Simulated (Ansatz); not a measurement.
MgH, multiplicity 2 (the spin of the measured ground state), most abundant isotopes (1.0078 and 23.9850 u). Constants from fifth-degree fits in 1/R to seven points on the lowest solution found; no spin–orbit coupling, no relativity up to Kr; ω_e x_e and α_e move by some per cent with the fit.

Correlated levels freeze the inner cores; with def2 sets outer-core shells near the valence are correlated too.

Codes used: Ansatz (Gaussian basis) for Hartree–Fock, density functionals and correlated methods. 

```tsv
level	r_e (Å)	ω_e (cm⁻¹)	ω_e x_e (cm⁻¹)	α_e (cm⁻¹)
PBE/def2-TZVPP	1.7570	1409.0	29.9	0.178
CCSD(T)/def2-QZVPP	1.7211	1524.8	35.2	0.189
```

D_e from total energies of the atoms and the molecule: 1.39 eV at PBE/def2-TZVPP; 1.38 eV at CCSD(T)/def2-QZVPP.

Task: Derive the rotational constants, the centrifugal constant, the fundamental, the zero-point energy and the force constant, and test the Morse rule for the well depth.

Result: 
μ = 0.96718 u.
- PBE/def2-TZVPP: B_e = 16.8576/(μ r_e²) = 5.6459 cm⁻¹; B₀ = B_e − α_e/2 = 5.5567 cm⁻¹; D = 4B_e³/ω_e² = 3.63e-04 cm⁻¹; fundamental ω_e − 2ω_e x_e = 1349 cm⁻¹; zero-point energy ω_e/2 − ω_e x_e/4 = 697 cm⁻¹; k = μ(2πcω_e)² = 113 N/m; a Morse well would hold ω_e²/(4ω_e x_e) = 2.05 eV against the computed D_e of 1.39 eV
- CCSD(T)/def2-QZVPP: B_e = 16.8576/(μ r_e²) = 5.8838 cm⁻¹; B₀ = B_e − α_e/2 = 5.7892 cm⁻¹; D = 4B_e³/ω_e² = 3.50e-04 cm⁻¹; fundamental ω_e − 2ω_e x_e = 1454 cm⁻¹; zero-point energy ω_e/2 − ω_e x_e/4 = 754 cm⁻¹; k = μ(2πcω_e)² = 132 N/m; a Morse well would hold ω_e²/(4ω_e x_e) = 2.05 eV against the computed D_e of 1.38 eV

Measured for the ground state: r_e 1.7297 Å [Huber and Herzberg (1979), NIST Chemistry WebBook]; ω_e 1492.8 cm⁻¹ [Irikura, J. Phys. Chem. Ref. Data 36, 389 (2007)].

Ansatz is a quantum-chemistry and plane-wave program.
